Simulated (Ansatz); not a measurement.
# Which is lower?

The two ends of one reaction step of Si$_{4}$H$_{12}$ClO$_{4}$F, closed shell (PBE0-D4/def2-TZVP).

A:

```json
{"atom": "Si1", "x (Å)": "0.0333", "y (Å)": "0.3215", "z (Å)": "0.4387"}
{"atom": "O2", "x (Å)": "-1.5076", "y (Å)": "0.0221", "z (Å)": "0.0073"}
{"atom": "Si3", "x (Å)": "-2.7891", "y (Å)": "0.9729", "z (Å)": "-0.4541"}
{"atom": "O4", "x (Å)": "1.0290", "y (Å)": "-0.4055", "z (Å)": "-0.5667"}
{"atom": "Si5", "x (Å)": "2.4318", "y (Å)": "-1.2337", "z (Å)": "-0.8541"}
{"atom": "O6", "x (Å)": "0.2284", "y (Å)": "1.9177", "z (Å)": "0.4668"}
{"atom": "Si7", "x (Å)": "1.2832", "y (Å)": "3.1587", "z (Å)": "0.7116"}
{"atom": "Cl8", "x (Å)": "0.2893", "y (Å)": "-0.4318", "z (Å)": "2.3233"}
{"atom": "H9", "x (Å)": "-0.3773", "y (Å)": "-3.2423", "z (Å)": "-0.5677"}
{"atom": "F10", "x (Å)": "0.4102", "y (Å)": "-3.4086", "z (Å)": "-1.0800"}
{"atom": "H11", "x (Å)": "-1.7632", "y (Å)": "-1.8711", "z (Å)": "0.2043"}
{"atom": "O12", "x (Å)": "-1.6304", "y (Å)": "-2.8241", "z (Å)": "0.3261"}
{"atom": "H13", "x (Å)": "-2.4307", "y (Å)": "1.7442", "z (Å)": "-1.6676"}
{"atom": "H14", "x (Å)": "-3.9086", "y (Å)": "0.0463", "z (Å)": "-0.7369"}
{"atom": "H15", "x (Å)": "-3.1482", "y (Å)": "1.8963", "z (Å)": "0.6486"}
{"atom": "H16", "x (Å)": "2.6479", "y (Å)": "-2.2593", "z (Å)": "0.1890"}
{"atom": "H17", "x (Å)": "3.5342", "y (Å)": "-0.2357", "z (Å)": "-0.7789"}
{"atom": "H18", "x (Å)": "2.3804", "y (Å)": "-1.8004", "z (Å)": "-2.2153"}
{"atom": "H19", "x (Å)": "2.5219", "y (Å)": "2.9229", "z (Å)": "-0.0699"}
{"atom": "H20", "x (Å)": "1.6078", "y (Å)": "3.2517", "z (Å)": "2.1557"}
{"atom": "H21", "x (Å)": "0.6158", "y (Å)": "4.3999", "z (Å)": "0.2558"}
{"atom": "H22", "x (Å)": "-1.4581", "y (Å)": "-2.9419", "z (Å)": "1.2643"}
```

B:

```tsv
atom	x (Å)	y (Å)	z (Å)
Si1	0.3083	-0.2823	0.5390
O2	-1.3807	-0.4063	-0.0484
Si3	-2.3090	1.0450	-0.1475
O4	1.7000	-0.0480	-0.3002
Si5	2.9050	-1.0319	-0.8401
O6	-0.1148	1.3808	0.4789
Si7	0.8499	2.7149	0.3487
Cl8	0.4609	-0.4207	2.5954
H9	-1.2223	-3.1158	-0.0515
F10	0.3422	-1.9433	0.3069
H11	-1.7999	-1.3205	-0.1673
O12	-2.1162	-2.8314	-0.2926
H13	-1.9177	1.9334	-1.2583
H14	-3.5960	0.4064	-0.5589
H15	-2.5593	1.6926	1.1521
H16	3.4340	-1.8823	0.2551
H17	3.9831	-0.1476	-1.3466
H18	2.4200	-1.8937	-1.9483
H19	1.3440	2.8850	-1.0400
H20	1.9925	2.6258	1.2885
H21	-0.0043	3.8780	0.7012
H22	-2.7197	-3.2382	0.3344
```

Ansatz 0.2.0; basis: def2-TZVPP; cores frozen in the correlated methods. B3LYP uses VWN-RPA correlation.

(1) Which structure is lower at CCSD(T), and by how much? (To be estimated.)

(2) Do the other methods give the same order? (Judge from chemistry; the calculation decides.)

T1 diagnostic: at most 0.012.

Answers

(1) Computed: A, by 9.58 kcal/mol (electronic energy, against the other). By their contacts, A is a complex of Si₄H₉ClO₃ ([SiH3][O][Si]([Cl])([O][SiH3])[O][SiH3]) + H₂O + HF and B is a complex of Si₄H₁₀ClO₃F ([F][Si]([Cl])([O][SiH3])([O][SiH3])[OH][SiH3]) + H₂O.

(2) The calculation gives: Not all: SPW92 gives the other order.

| method | E(B) − E(A) (kcal/mol) |
| --- | --- |
| SPW92 | -2.02 |
| PBE-D4 | 7.83 |
| BLYP-D4 | 11.72 |
| r2SCAN-D4 | 7.11 |
| B97M-V | 7.84 |
| PBE0-D4 | 8.47 |
| B3LYP-D4 | 11.81 |
| r2SCAN0-D4 | 7.91 |
| BHLYP-D4 | 12.10 |
| CAM-B3LYP-D4 | 10.31 |
| wB97X-V | 8.81 |
| wB97M-V | 7.20 |
| B2PLYP | 12.29 |
| PBE-QIDH | 8.58 |
| RPA on PBE | 9.67 |
| HF | 21.93 |
| MP2 | 9.39 |
| CCSD | 11.35 |
| CCSD(T) | 9.58 |

Labels in which every atom is bracketed show which atoms are joined, not bond orders.

For scale, one of the runs: CCSD(T)/def2-TZVPP, 533 basis functions, launched by `ansatz run in.yaml --threads 11 --pin off --events-out ev --progress --plain --max-ram 166912MiB --backend cuda --devices 0, --max-vram 75GiB`. Time: 41 s of wall clock on 11 CPU threads of an AMD EPYC 7R13 and one NVIDIA H100; the host was shared. Peak host memory: 1.5 GiB.
